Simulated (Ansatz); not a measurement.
Stepwise reaction of `N[Si](N)(F)Cl` with hydrogen chloride, as a gas-phase model of exchange steps in deposition or etching. ΔE in kJ/mol; ΔG adds harmonic PBE0-D4 terms to CCSD(T)/CBS, at 1 bar.

Calculated with Ansatz (gas phase, PBE0-D4/def2-TZVP geometries, no zero-point term in ΔE). CCSD(T)/CBS is the MP2 limit (def2-TZVPP, def2-QZVPP) plus CCSD(T) − MP2 in def2-TZVPP, frozen cores. This one scheme is used for every species. Functionals use def2-TZVPP. B3LYP here is the variant with VWN-RPA as its local correlation; programs differ in this. One conformer a species, not always the lowest.

| step | reaction | PBE-D4 | B3LYP-D4 | ωB97M-V | CCSD(T)/CBS | ΔG(500 K) |
| --- | --- | --- | --- | --- | --- | --- |
| 2 | `N[Si](F)(Cl)Cl` + HCl → `F[Si](Cl)(Cl)Cl` + NH₃ | -25.6 | -19.1 | -19.7 | -20.0 | -5.1 |

**Question.** Give the row of step 1, `N[Si](N)(F)Cl` + HCl → `N[Si](F)(Cl)Cl` + NH₃. (Estimate.)

**Answer.** Computed: 
```tsv
step	reaction	PBE-D4	B3LYP-D4	ωB97M-V	CCSD(T)/CBS	ΔG(500 K)
1	`N[Si](N)(F)Cl` + HCl → `N[Si](F)(Cl)Cl` + NH₃	-26.0	-21.1	-22.5	-21.5	-21.0
```

**Question.** By hand: ΔE of the 2 steps together at CCSD(T)/CBS.

**Answer.** (-21.5) + (-20.0) = -41.5 kJ/mol, or -20.8 kJ/mol a step.

In ΔE the steps differ by no more than 1.5 kJ/mol. All are downhill at CCSD(T)/CBS. ΔG lies between -21.0 and -5.1 kJ/mol a step. PBE-D4 differs from CCSD(T)/CBS by -5.6 to -4.5 kJ/mol a step. Isolated molecules leave out the surface, adducts and barriers. Largest T1 diagnostic: 0.010.
